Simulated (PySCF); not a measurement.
## GaI: a composite coupled-cluster calculation

State: ¹Σ⁺, singlet, closed shell. De refers to Ga + I. RHF-based CCSD(T) in PySCF 2.14 with Ga cc-pwCVDZ-PP with ECP10, I aug-cc-pVDZ-PP with ECP28 and Ga cc-pwCVTZ-PP with ECP10, I aug-cc-pVTZ-PP with ECP28 (frozen core orbitals: 13; scalar-relativistic core potentials). Correlation energies are extrapolated as n⁻³ (n = 2, 3), Hartree–Fock as (n+1)·exp(−9√n).

```tsv
Level	Re (Å)	ωe (cm⁻¹)	ωexe (cm⁻¹)	αe (cm⁻¹)	De (eV)
CCSD(T)/DZ	2.6240	207.0	0.444	0.000184	3.521
CCSD(T)/TZ	2.5922	214.9	0.480	0.000189	3.648
HF/CBS	2.6322	204.1	0.468	0.000189	2.668
MP2/CBS	2.5716	219.7	0.481	0.000189	3.845
CCSD/CBS	2.5856	216.6	0.491	0.000191	3.570
CCSD(T)/CBS	2.5844	217.1	0.488	0.000190	3.714
```

How much is left between CCSD(T)/TZ and the basis-set limit, and how much do the triples give at the limit?

CCSD(T)/CBS less CCSD(T)/TZ: -7.8 mÅ in Re, +2.2 cm⁻¹ in ωe and +0.066 eV in De. CCSD(T)/CBS less CCSD/CBS: -1.2 mÅ in Re, +0.5 cm⁻¹ in ωe and +0.144 eV in De.

The T1 diagnostic is 0.017. The open-shell atoms are computed with UHF. Spin–orbit coupling, excitations beyond (T) and corrections to the Born–Oppenheimer picture are left out, and spin–orbit coupling matters for open p, d or f shells this heavy.

The whole job (state search and all basis sets along the bond) took about 2 min on 4 threads of AMD EPYC 9R45 96-Core (shared host), peak memory 3.5 GiB.
